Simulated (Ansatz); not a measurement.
Gas-phase electronic energies from Ansatz, PBE0-D4/def2-TZVP geometries. CCSD(T)/CBS is the MP2 limit (def2-TZVPP, def2-QZVPP) plus CCSD(T) − MP2 in def2-TZVPP, frozen cores. This one scheme is used for every species. Functionals use def2-TZVPP. HSE06 is defined as in plane-wave codes. def2 core potentials past Kr. For Ge, I outer-core shells are correlated without core-valence functions, which leaves a few kJ/mol of doubt a bond. Scalar relativity is left out up to krypton. One conformer a species, not always the lowest.

Reaction (ligand exchange at a Ge–C bond): `N=[C](Cl)[GeH3]` + HI → `[GeH3][I]` + `N=CCl`

| level | ΔE (kJ/mol) | difference from CCSD(T)/CBS |
| --- | --- | --- |
| BLYP-D4 | -89.1 | 4.9 |
| B97M-V | -92.5 | 1.5 |
| PBE0-D4 | -99.4 | -5.4 |
| r2SCANh-D4 | -98.2 | -4.2 |
| ωB97X-V | -96.3 | -2.3 |
| ωB97M-V | -95.9 | -1.9 |
| B2PLYP | -97.4 | -3.4 |
| PBE | -95.3 | -1.3 |
| revPBE | -97.9 | -3.9 |
| r2SCAN0 | -102.7 | -8.7 |
| HSE06 | -102.1 | -8.1 |
| CCSD/def2-SVP | -94.9 | -0.9 |
| MP2/def2-TZVPP | -94.2 | -0.2 |
| CCSD/def2-TZVPP | -92.4 | 1.6 |
| SCS-MP2/def2-QZVPP | -97.3 | -3.3 |
| CCSD/CBS(def2) | -97.5 | -3.5 |
| CCSD(T)/CBS | -94.0 | 0 |

Largest T1 diagnostic among the species: 0.013.

The D4 term adds +4.3 kJ/mol with B3LYP and +2.4 kJ/mol with PBE0; it sums over pairs of atoms, weighted by their polarisabilities, and B3LYP, whose exchange is more repulsive, gets the larger term. From PBE to PBE0 (25 % exact exchange), in def2-TZVPP and without D4, ΔE moves by −6.5 kJ/mol. Leaving LDA and LC-ωPBE aside and taking each functional with its dispersion term where it has one, the values, not all of them listed here, spread over 14.9 kJ/mol, from BHLYP-D4 to BLYP-D4. LDA lies +9.3 kJ/mol from PBE without D4.

B3LYP here is the variant with VWN-RPA as its local correlation; programs differ in this.
